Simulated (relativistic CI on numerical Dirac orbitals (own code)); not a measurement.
# What each ingredient does to the levels of Bi XL

Base calculation: Dirac-Coulomb-Breit CI, KLI orbitals optimised for each configuration, model QED, unscaled Slater integrals.

Configurations in the expansion (outside the closed core [Ar] 3d10): 4s2.4p6.4d8, 4s2.4p6.4d7.4f, 4s2.4p5.4d9, 4s.4p6.4d9, 4s2.4p5.4d8.4f, 4s.4p6.4d8.4f, 4s2.4p6.4d7.5s, 4s2.4p6.4d6.4f.5s, 4s2.4p6.4d7.5p, 4s2.4p5.4d8.5s, 4s2.4p6.4d7.5f, 4p6.4d9.4f, 4s2.4p6.4d6.5s.5p, 4s.4p6.4d7.4f.5s, 4s2.4p5.4d8.5d, 4s2.4p6.4d7.6p, 4s.4p6.4d8.5p, 4s2.4p6.4d7.6f, 4p6.4d9.5p, 4s2.4p5.4d8.5g, 4s2.4p5.4d8.6s, 4s2.4p6.4d7.7p, 4p6.4d8.4f.5s, 4p6.4d10, 4p5.4d10.4f, 4p6.4d9.5s, 4p5.4d10.5s, 4p5.4d9.4f.5s. Double excitations out of closed p, d and f shells are left out; levels of such configurations are missing from the list, as are those of other unlisted configurations, and high levels can miss mixing partners. These lack a partner that the ground configuration has and come out too high: 4s2.4p5.4d8.5d, 4s2.4p5.4d8.5g, 4s2.4p5.4d8.6s.

Variants: (1) valence Slater integrals scaled by 0.9; (2) Breit term removed; (3) non-relativistic limit. Shifts of the energy above 4s2.4p6.4d8 3F_4, in cm⁻¹, for the lowest level and the first level of each name with at least 55 % of one term (blank where a level changes its place among those of its configuration and J or its character, or is not in the variant):

| Level | Base | Δ(1) | Δ(2) | Δ(3) |
| --- | --- | --- | --- | --- |
| 4s2.4p6.4d8 3F_4 | 0 | 0 | 0 | 0 |
| 4s2.4p6.4d8 3F_3 | 246658 | +659 | +4536 | -246658 |
| 4s2.4p6.4d8 3P_1 | 301081 | -4764 | +3559 | -247667 |
| 4s2.4p6.4d8 1G_4 | 304314 | -5321 | +5194 | -234670 |
| 4s2.4p6.4d8 3F_2 | 522209 | -1536 | +9251 |  |
| 4s2.4p5.4d9 3F°_4 | 1885795 | +10221 | +7653 | -305098 |
| 4s2.4p6.4d7.4f 5I°_8 | 1988344 | +2502 | +9504 | -88595 |

At this charge energies of transitions that change n are usually good to better than 1 %, and those within a shell (Δn = 0) to a few per cent. Terms inside the open d or f shell come out 10 to 20 % too wide with unscaled integrals.

Ionisation energy from the two ground configurations alone: base 1901.85 eV; Breit term removed 1902.81 eV. The NIST ASD value (theoretical) is 1902 eV.

LS names give the leading component of a level, which can be under half, so a name can repeat, a term be missing and a line seem to break the LS rules.
